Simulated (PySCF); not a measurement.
Input for PySCF:
```python
from pyscf import gto, scf, dft

mol = gto.Mole()
mol.atom = '''
    C     2.567889   -0.477642    0.229499
    O     1.282345   -0.382847    0.684259
    Si   -0.049539   -0.078484   -0.181112
    C    -0.030260    1.873452   -0.253532
    O    -0.130352   -0.400546   -1.727300
    O    -1.278170   -0.334501    0.859967
    C    -2.578211   -0.438025    0.532555
    H     3.118321   -1.079776    0.834454
    H     2.608823   -0.819627   -0.885270
    H     3.076317    0.568283    0.208124
    H    -1.025629    2.325712   -0.686699
    H     0.804525    2.298394   -0.781875
    H     0.054368    2.262656    0.803112
    H    -3.020214   -1.052789    1.326906
    H    -3.016915    0.563359    0.604455
    H    -2.751539   -0.812764   -0.402168
'''
mol.basis = 'sto-3g'
mol.charge = 0
mol.spin = 1
mol.verbose = 4
mol.build()

mf = dft.UKS(mol)
mf.xc = 'tpss'
mf.kernel()
g = mf.nuc_grad_method()
grad = g.kernel()
```

Problem. Predict the Mulliken (on the basis functions themselves) charges in atom order from TPSS/STO-3G, gradient (PySCF).

Solution. C1 -0.09, O2 -0.37, Si3 1.03, C4 -0.35, O5 -0.28, O6 -0.37, C7 -0.12, H8 0.09, H9 0.05, H10 0.05, H11 0.04, H12 0.06, H13 0.05, H14 0.08, H15 0.07, H16 0.08

Problem. Estimate the dipole moment that TPSS/STO-3G, gradient returns for this input.

Solution. 0.85 D

Problem. What total energy does TPSS/STO-3G, gradient give?

Solution. -627.0213 Eh

These values belong to the state on which the SCF converged, which isn't shown to be the lowest.

Problem. Roughly what does it cost on one core?

Solution. very roughly 50 core-seconds.
